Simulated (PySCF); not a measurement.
# Electron correlation in Kr (krypton, neutral)

[Ar] 3d10 4s1 4p6 5s1, high-spin 3S determinant (an excited configuration). Computed with PySCF 2.14 in aug-cc-pVTZ-PP with one added diffuse shell each of s, d, f type with ECP10MDF (7s5p5d3f, 68 functions), with a scalar-relativistic core potential. Frozen: 3s2 3p6 3d10; 8 electrons correlated.

```tsv
level	correlation energy (mhartree)
CCSD	-322.24
(T)	-46.40
CCSD(T)	-368.64
```

Diagnostics: T1 = 0.054, D1 = 0.2107, largest double amplitude 0.271.

The outer electron is Rydberg-like, and this basis confines it to a smaller radius and binds it less than a complete one would. T1 exceeds 0.03, a sign that the reference determinant is poor. A double-excitation amplitude exceeds 0.15, a sign of near-degeneracy.

Cost of the coupled-cluster step: of the order of 10 core-seconds, for 8 correlated electrons.
